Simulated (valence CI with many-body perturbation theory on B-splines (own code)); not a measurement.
Hg⁴⁹⁺: electric-dipole lines

Computed by relativistic CI+MBPT: three valence electrons over a frozen Dirac-Fock core [Ar] 3d10, a basis of 11 s, 11 p, 9 d, 7 f, 5 g, 2 h, 1 i functions for each j, with the one-electron correlation potential Σ1, the two-electron term Σ2, the three-electron term Σ3, Breit, model QED; selected CI, second order for the rest (own B-spline code, finite nucleus).

The last digits are not significant, and no measured levels were compared; by estimate large intervals hold to a few tenths of a per cent, small ones and those within an open d or f shell to about a per cent.

Lines 101 to 150 of 272 in falling wavelength, among levels below 55.557 Ry, chosen from the strongest by gf and those to the six lowest levels. Wavelengths and rates use the calculated energies. Electric multipoles are in the length gauge, E1 and E2 with the static RPA response of the core. Weak lines are less certain than strong ones. Lines between different terms over intervals too small for the method are left out, as are lines whose strength nearly cancels. The highest levels of a list are the least certain.

Levels are named by their leading jj configuration (3d3/2^4 stands for four electrons in 3d with j = 3/2), which in mixed levels can hold well under half, so a name can repeat and another be missing. Letters in brackets count levels of one name in rising energy.

```
λ vac (Å)                          Upper                       Lower   A (s⁻¹)  log gf  Branch %
    57.54     (4s 4p3/2 4d5/2) J=3/2 [b]          (4s 4p3/2^2) J=1/2  4.37e+11   -0.06      27.0
    57.50  (4p1/2 4p3/2 4d5/2) J=5/2 [b]       (4p1/2 4p3/2^2) J=5/2  1.18e+11   -0.45       6.8
    57.50     (4s 4p3/2 4d5/2) J=5/2 [b]          (4s 4p3/2^2) J=3/2  8.85e+11    0.42      44.9
    57.47     (4s 4p1/2 4f5/2) J=5/2 [b]  (4s 4p1/2 4d3/2) J=3/2 [b]  1.44e+11   -0.37      37.5
    57.29  (4p1/2 4p3/2 4d5/2) J=5/2 [b]       (4p1/2 4p3/2^2) J=3/2  9.02e+11    0.43      51.6
    57.20         (4s 4p1/2 4f5/2) J=3/2  (4s 4p1/2 4d3/2) J=3/2 [b]  8.79e+10   -0.76      20.3
    57.07  (4p1/2 4p3/2 4d5/2) J=3/2 [b]       (4p1/2 4p3/2^2) J=5/2  8.27e+10   -0.79       7.2
    57.01             (4s^2 4f5/2) J=5/2          (4s^2 4d3/2) J=3/2  1.32e+11   -0.41      45.2
    56.88     (4s 4p1/2 4d5/2) J=5/2 [b]      (4s 4p1/2 4p3/2) J=5/2  1.21e+11   -0.45      31.2
    56.74         (4s 4p1/2 4f5/2) J=3/2      (4s 4p1/2 4d3/2) J=1/2  2.31e+11   -0.35      53.3
    56.46         (4s 4p1/2 4d5/2) J=3/2      (4s 4p1/2 4p3/2) J=5/2  2.81e+10   -1.27       4.4
    55.55         (4s 4p3/2 4d3/2) J=7/2          (4s^2 4d5/2) J=5/2  6.12e+10   -0.64       4.2
    55.04     (4s 4p3/2 4d5/2) J=7/2 [b]          (4s 4p3/2^2) J=5/2  7.41e+11    0.43      46.1
    54.93      (4p1/2 4p3/2 4d3/2) J=7/2  (4s 4p1/2 4d5/2) J=5/2 [b]  4.31e+10   -0.81       4.2
    54.76         (4s 4p1/2 4f5/2) J=7/2      (4s 4p1/2 4d3/2) J=5/2  2.06e+11   -0.13      83.9
    54.49     (4s 4p1/2 4d5/2) J=5/2 [b]  (4s 4p1/2 4p3/2) J=3/2 [a]  1.32e+10   -1.45       3.4
    54.11         (4s 4p1/2 4d5/2) J=3/2  (4s 4p1/2 4p3/2) J=3/2 [a]  9.51e+10   -0.78      14.9
    54.10     (4s 4p1/2 4f5/2) J=5/2 [a]  (4s 4p1/2 4d3/2) J=3/2 [a]  3.14e+11   -0.08      84.4
    53.43     (4s 4p1/2 4f5/2) J=5/2 [b]      (4s 4p1/2 4d3/2) J=5/2  8.47e+10   -0.66      22.1
    53.21     (4s 4p3/2 4d5/2) J=3/2 [b]          (4s 4p3/2^2) J=5/2  9.47e+10   -0.79       5.8
    52.33     (4s 4p3/2 4d5/2) J=5/2 [b]          (4s 4p3/2^2) J=5/2  1.21e+11   -0.53       6.1
    52.18  (4p1/2 4p3/2 4d3/2) J=5/2 [b]      (4s 4p1/2 4d5/2) J=3/2  6.07e+10   -0.83       2.3
    51.55     (4s 4p1/2 4f5/2) J=5/2 [b]  (4s 4p1/2 4d3/2) J=3/2 [a]  5.43e+10   -0.89      14.2
    51.49     (4s 4p1/2 4f7/2) J=7/2 [b]      (4s 4p1/2 4d3/2) J=5/2  3.99e+10   -0.90      14.4
    50.34     (4s 4p1/2 4p3/2) J=3/2 [a]          (4s^2 4p1/2) J=1/2  6.50e+09   -2.01      67.5
    49.71  (4p1/2 4p3/2 4d5/2) J=7/2 [a]  (4s 4p1/2 4d5/2) J=5/2 [b]  6.56e+10   -0.71       6.9
    49.48     (4s 4p3/2 4d5/2) J=5/2 [a]          (4s^2 4d5/2) J=5/2  3.09e+11   -0.17      50.3
    48.84             (4s 4p3/2^2) J=5/2          (4s^2 4p3/2) J=3/2  4.88e+11    0.02     100.0
    48.72  (4p1/2 4p3/2 4d5/2) J=3/2 [a]      (4s 4p1/2 4d5/2) J=3/2  5.08e+11   -0.14      46.6
    48.43  (4p1/2 4p3/2 4d5/2) J=7/2 [a]      (4s 4p1/2 4d5/2) J=7/2  6.33e+10   -0.75       6.7
    48.34          (4p1/2 4p3/2^2) J=3/2      (4s 4p1/2 4p3/2) J=1/2  7.78e+11    0.04      42.9
    48.29     (4s 4p3/2 4d5/2) J=3/2 [a]          (4s^2 4d5/2) J=5/2  1.59e+11   -0.65      22.1
    48.13  (4p1/2 4p3/2 4d5/2) J=5/2 [a]  (4s 4p1/2 4d5/2) J=5/2 [b]  4.92e+11    0.01      50.0
    48.13     (4s 4p3/2 4d5/2) J=7/2 [a]          (4s^2 4d5/2) J=5/2  2.54e+11   -0.15      35.4
    47.89          (4p1/2 4p3/2^2) J=3/2  (4s 4p1/2 4p3/2) J=3/2 [b]  1.72e+11   -0.62       9.5
    47.77      (4p1/2 4p3/2 4d5/2) J=9/2      (4s 4p1/2 4d5/2) J=7/2  5.31e+11    0.26      90.3
    47.74          (4p1/2 4p3/2^2) J=5/2  (4s 4p1/2 4p3/2) J=3/2 [b]  6.62e+11    0.13      56.2
    47.46  (4p1/2 4p3/2 4d3/2) J=5/2 [a]      (4s 4p1/2 4d3/2) J=5/2  2.45e+11   -0.30      33.5
    47.26  (4p1/2 4p3/2 4d5/2) J=7/2 [a]  (4s 4p1/2 4d5/2) J=5/2 [a]  7.60e+11    0.31      79.8
    47.08  (4p1/2 4p3/2 4d3/2) J=3/2 [a]      (4s 4p1/2 4d3/2) J=5/2  1.74e+11   -0.63      17.4
    47.04     (4s 4p3/2 4d3/2) J=3/2 [b]          (4s^2 4d3/2) J=3/2  7.07e+11   -0.03      29.2
    46.94  (4p1/2 4p3/2 4d5/2) J=5/2 [a]      (4s 4p1/2 4d5/2) J=7/2  1.46e+11   -0.54      14.9
    46.82                (4p3/2^3) J=3/2          (4s 4p3/2^2) J=3/2  1.96e+12    0.41      68.7
    46.76          (4p1/2 4p3/2^2) J=1/2      (4s 4p1/2 4p3/2) J=1/2  2.67e+11   -0.76      20.8
    46.75  (4p1/2 4p3/2 4d3/2) J=3/2 [b]  (4s 4p1/2 4d3/2) J=3/2 [b]  1.69e+11   -0.65       6.3
    46.44  (4p1/2 4p3/2 4d3/2) J=3/2 [b]      (4s 4p1/2 4d3/2) J=1/2  2.84e+11   -0.44      10.6
    46.35     (4s 4p3/2 4d5/2) J=7/2 [b]          (4s^2 4d5/2) J=5/2  8.64e+11    0.35      53.8
    46.34          (4p1/2 4p3/2^2) J=1/2  (4s 4p1/2 4p3/2) J=3/2 [b]  9.28e+11   -0.22      72.2
    46.28  (4p1/2 4p3/2 4d3/2) J=5/2 [b]  (4s 4p1/2 4d3/2) J=3/2 [b]  7.77e+11    0.18      30.1
    46.16                (4p3/2^3) J=3/2          (4s 4p3/2^2) J=1/2  5.19e+11   -0.18      18.2
```

Q: How does gf follow from A for the line at 49.48 Å?

A: gf = 1.4992 × (2J+1)_upper × A / σ², with σ = 2020825 cm⁻¹ and 2J+1 = 6: gf = 0.682.
